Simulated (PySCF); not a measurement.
CH5Cl2NOSn, SMILES [O](C)[Sn]([Cl])([Cl])[NH2]. The structure is a stationary point at r2SCAN-D4/def2-SVP. The def2 effective core potentials stand for the cores of Sn; spin–orbit coupling is left out. One conformer was computed; it need not be the lowest.

Computed equilibrium geometry at r2SCAN-D4/def2-SVP (PySCF confirms it by a frequency run) as a Z-matrix (one conformer of several):
```
Sn
O 1 1.9699
C 2 1.4181 1 118.62
H 3 1.1020 2 107.27 1 178.24
H 3 1.1061 4 107.93 2 121.38
H 3 1.1064 4 108.06 5 117.03
N 1 2.0296 2 111.53 3 64.92
H 7 1.0226 1 111.35 2 83.39
H 7 1.0228 8 107.22 1 -120.43
Cl 1 2.3422 2 103.82 3 -169.99
Cl 1 2.3461 2 109.21 3 -51.88
```
Charge 0, spin multiplicity 1.
